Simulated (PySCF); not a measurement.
Compound: C₃H₈OSi.
Cartesian coordinates in Å at the GFN2-xTB level; atoms count from 1:
```xyz
13
C3H8OSi angstrom
C     -1.4969    0.0691    0.5621
C     -0.7803   -0.7515   -0.5043
C      0.4732   -0.0638   -0.9947
O      0.6715    0.1265   -2.1740
Si     1.7922    0.5110    0.2861
H     -0.8491    0.2373    1.4198
H     -1.7958    1.0345    0.1596
H     -2.3893   -0.4533    0.8995
H     -0.4714   -1.7118   -0.0815
H     -1.4434   -0.9430   -1.3515
H      1.4071    1.8397    0.7622
H      3.0769    0.5467   -0.4004
H      1.8010   -0.4410    1.3995
```

Level of theory: TDDFT CAM-B3LYP/def2-SVPD, vertical, gas phase, core orbitals frozen in the response in PySCF 2.14.0, density-fitted response routines.

Ground-to-excited transition dipoles (e·a0, same axes as the geometry; the sign carries no meaning), for the states with f of 0.002 or more among the lowest 8:

```
state  E (eV)      μx      μy      μz
   S3   7.006  -0.497  -0.249  -0.429
   S4   7.186  -0.515  -0.220  -0.444
   S5   7.383  -0.386  -0.071  -0.217
   S7   7.722   0.049   0.136   0.277
   S8   7.961  -0.189  -0.154   0.060
```

Question: Work out the oscillator strengths.

Answer: f = (2/3) ΔE |μ|² with ΔE in hartree (27.2114 eV).

```
state  |μ|² (au)  |μ| (D)      f
   S3      0.493     1.79  0.085
   S4      0.511     1.82  0.090
   S5      0.202     1.14  0.036
   S7      0.098     0.79  0.018
   S8      0.063     0.64  0.012
```

Question: Which bond between heavy atoms lies closest to the direction of the S4 transition dipole?

Answer: C3–Si5, at 3° from it; next C2–C3 at 58°.

Question: What angle do the transition dipoles of S5 and S7 make?

Answer: |cos θ| = |μa·μb| / (|μa| |μb|) = 0.63, so θ ≈ 51° (taken between 0 and 90°, since the signs are arbitrary).

Question: What peak molar absorption coefficient would the strongest computed level give as a lone Gaussian band 0.3 eV wide at half height?

Answer: ε(max) = 2.175×10⁸ f / FWHM, with the width in cm⁻¹. S4: 2.175×10⁸ × 0.0899 / 2420 ≈ 8100 L mol⁻¹ cm⁻¹.

One conformer stands for the species.
